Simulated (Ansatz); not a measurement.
Basis-set extrapolation for `CB[SiH2]BC` (PBE0-D4/def2-TZVP geometry, frozen core, Ansatz). Multiplicity 1, RHF reference.

```csv
,def2-TZVPP,def2-QZVPP
HF,-419.876356,-419.891348
MP2 correlation,-0.679654,-0.723338
CCSD(T) correlation,-0.782341,not run
```

Energies in hartree. Use E(X) = E(∞) + A·exp(−7.88·√X) for Hartree–Fock and E(X) = E(∞) + B·X^(−2.97) for correlation, with X = 3 and 4, and add CCSD(T) minus MP2 of the smaller set to the MP2 limit.

**Question.** What is the CCSD(T) energy at the basis-set limit?

**Answer.** HF limit: -419.891348 + (-0.014992) × 0.13774 = -419.89341. MP2 limit: -0.723338 + (-0.043684) × 0.74074 = -0.75570. Higher-order term: -0.782341 − (-0.679654) = -0.10269. Total: -420.75180 hartree, 244.4 kJ/mol below CCSD(T)/def2-TZVPP.
